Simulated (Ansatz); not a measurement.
BH2O2Se, SMILES `OB(O)[Se]` radical at its PBE0-D4/def2-TZVP geometry, where that method's forces vanish. Charge 0, multiplicity 2.

```xyz
6

O     0.9356   -0.6494    0.1388
B    -0.1434    0.1369   -0.1353
O    -1.0500    0.4039    0.8339
Se   -0.4521    0.9195   -1.9118
H     1.5342   -0.7946   -0.5957
H    -0.8243   -0.0164    1.6701
```

What forces (eV/Å) does PBE-D4/def2-TZVPP give on these atoms in the Gaussian-basis code of Ansatz? (Estimate.)

Ansatz gave: 
```
O1   0.176 -0.256  0.435
B2  -0.077  0.161 -0.341
O3  -0.483  0.307  0.013
Se4 -0.013  0.060 -0.156
H5   0.302 -0.078 -0.355
H6   0.094 -0.194  0.404
```
